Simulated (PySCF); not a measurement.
C3H12OSi2, SMILES CC[SiH2]C[SiH2]O. Geometry: B3LYP-D3(BJ)/def2-SVP. The structure was generated by enumeration, and PubChem lists no compound with its InChIKey, so it may never have been made. One conformer was computed; it need not be the lowest.

Give the equilibrium geometry at B3LYP-D3(BJ)/def2-SVP (PySCF confirms it by a frequency run) as bond lengths and angles. (An estimate is asked for; the answer gives what the named calculation found.)

One answer among several that fit: 
Atoms: C1 C2 Si3 C4 Si5 O6 H7 H8 H9 H10 H11 H12 H13 H14 H15 H16 H17 H18. Bonded distances (Å): C1–C2 1.534, C1–H7 1.102, C1–H8 1.102, C1–H9 1.102, C2–Si3 1.892, C2–H10 1.105, C2–H11 1.105, Si3–C4 1.892, Si3–H12 1.496, Si3–H13 1.495, C4–Si5 1.879, C4–H14 1.105, C4–H15 1.105, Si5–O6 1.673, Si5–H16 1.496, Si5–H17 1.486, O6–H18 0.964. Angles (°): C2–C1–H7 111.5, C2–C1–H8 111.4, C2–C1–H9 111.8, H7–C1–H8 107.2, H7–C1–H9 107.4, H8–C1–H9 107.3, C1–C2–Si3 114.2, C1–C2–H10 110.3, C1–C2–H11 110.4, Si3–C2–H10 108.1, Si3–C2–H11 107.9, H10–C2–H11 105.5, C2–Si3–C4 111.3, C2–Si3–H12 109.4, C2–Si3–H13 109.4, C4–Si3–H12 109.8, C4–Si3–H13 109.2, H12–Si3–H13 107.6, Si3–C4–Si5 115.4, Si3–C4–H14 108.5, Si3–C4–H15 108.1, Si5–C4–H14 109.3, Si5–C4–H15 108.3, H14–C4–H15 106.9, C4–Si5–O6 112.8, C4–Si5–H16 108.6, C4–Si5–H17 110.2, O6–Si5–H16 110.8, O6–Si5–H17 105.0, H16–Si5–H17 109.4, Si5–O6–H18 117.0.
Charge 0, spin multiplicity 1.
